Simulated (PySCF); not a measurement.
[NiI4]2- holds Ni(II), d8, at total charge -2. The structure is a PBE0-D3(BJ)/def2-SVP, IEF-PCM water geometry optimised for multiplicity 3; coordination tetrahedral, point group Cs, metal–donor distances 2.63 Å.

```
5

Ni    0.000    0.000    0.000
I     1.594    1.516    1.453
I     1.594   -1.453   -1.516
I    -1.300   -1.617    1.617
I    -1.253    1.633   -1.633
```

Method (PySCF 2.14, density fitting): CASSCF(8,5) with orbitals averaged over the states of highest spin, strongly contracted NEVPT2 on the averaged canonical orbitals; basis x2c-TZVPall on the metal, x2c-SVPall elsewhere; spin-free X2C; IEF-PCM water; spin-orbit coupling by state interaction with the mean-field operator over all roots.

Task: Which term lies lowest, and with what spin?

Result: 3A'' (from 3T1) (S = 1, orbital degeneracy 1), with 3.9 electrons in the lower (e-type) set and 4.1 in the upper (t2-type) set, by NEVPT2.

Task: List the excited states of the same spin.

Result: By NEVPT2, the lowest six: 3A'' (from 3T1) at 1037 cm⁻¹; 3A' (from 3T1) at 1084 cm⁻¹; 3A' (from 3T2) at 2525 cm⁻¹; 3A' (from 3T2) at 3083 cm⁻¹; 3A'' (from 3T2) at 3308 cm⁻¹; 3A'' (from 3A2) at 5575 cm⁻¹. The strongest, at 5575 cm⁻¹, has f = 7.7e-06.

Task: Which is the lowest state of another spin?

Result: 1A'' (from 1T2) at 14523 cm⁻¹ by NEVPT2; CASSCF alone puts it at 16313 cm⁻¹ above the same ground state.

Task: Give the fitted ligand-field and repulsion parameters.

Result: At CASSCF level (the NEVPT2 levels don't fit a ligand-field model well): orbital energies 0, 129, 1483, 1772, 2138 cm⁻¹; 10Dq = 1733 cm⁻¹ (difference of the means of the two sets); B = 1257 cm⁻¹; C = 4655 cm⁻¹; B over its free-ion value at the same level 0.954; rms of the fit 64 cm⁻¹; ζ = 614 cm⁻¹ (free ion 660).

Task: What magnetic behaviour follows?

Result: The ground multiplet can be fitted only roughly by a spin Hamiltonian with S = 1, g = 2.384, 2.953, 3.066, D = 107.14 cm⁻¹, E/|D| = 0.02 (spin-orbit part alone); the lowest levels hold 82 % of the spin-free ground state. μeff is 4.35 μB at 300 K and 1.57 μB at 10 K; the spin-only value is 2.83 μB.

NEVPT2 lifts 3A'' (from 3A2) from 3173 to 5575 cm⁻¹; on the d shell alone such lifts tend to overshoot.

The job took 44 s on one thread of Intel Xeon Platinum 8488C (shared host), with 192 basis functions and a peak of 0.92 GiB, launched as `OMP_NUM_THREADS=1 python lf_run.py task.json out`.
